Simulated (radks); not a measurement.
Values are calculated unless marked as measured or tabulated.
Valence configurations of P I (all share [Ne]). Code: a radial shooting solver on a logarithmic mesh with Libxc functionals. Model: Dirac Kohn-Sham, LDA (Slater exchange, Perdew-Wang correlation), spin-unpolarised, spherical densities, finite nucleus; open shells fill j = l - 1/2 first; Fermi nuclear charge, rms radius 3.1889 fm. Energies are relative to 3s2 3p3; eigenvalues in eV.

valence      E (eV)  e(3p1/2)  e(3p3/2)  e(3s1/2)
3s2 3p3       0.000    -5.621    -5.566   -14.001
3p5          17.173    -6.697    -6.636         -
3s1 3p4       8.514    -6.182    -6.124   -14.713
3s1.5 3p3.5   4.237    -5.908    -5.851   -14.366
3s0.5 3p4.5  12.826    -6.445    -6.385   -15.046

NIST lists [Ne] 3s2 3p3 as the ground configuration; this level of theory agrees among the configurations tried. The energies are those of spherical spin-averaged densities, not of single terms.
